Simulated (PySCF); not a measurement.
# Adding and removing an electron: AlPb

UHF-CCSD(T); Al cc-pV(D+d)Z, Pb cc-pVDZ-PP with ECP60; scalar-relativistic core potentials (PySCF 2.14). Neutral (UHF): quartet (σ ↑, π ↑↑), Re = 2.750 Å, ωe = 243 cm⁻¹, De = 1.81 eV.

AlPb⁺ (UHF): triplet (σ ↑, π ↑), Re = 3.132 Å, ωe = 144 cm⁻¹. The energies at the minima are -433.89136 hartree for AlPb and -433.64805 for AlPb⁺.

Work out the adiabatic ionisation energy, without and with harmonic zero-point energies (1 hartree = 27.2114 eV, 1 eV = 8065.5 cm⁻¹), and the change of the bond length.

At UHF-CCSD(T): 0.24331 hartree = 6.621 eV between the minima; the zero-point term (144.0 − 243.0)/2 cm⁻¹ = -0.006 eV makes it 6.615 eV. Re changes by +38.2 pm against the neutral. The electron leaves a π orbital, and the ion is left as a loose complex of an ion and an atom.

Correlated steps freeze 9 core orbitals. Correlated levels converge slowly with the basis: in double zeta they bind strong bonds too weakly, by up to about 1 eV, and carry superposition errors of some tenths. Spin–orbit coupling is left out, which matters for elements this heavy, above all for dissociation energies. States were picked by a PBE0 search and need not be the measured ground states.
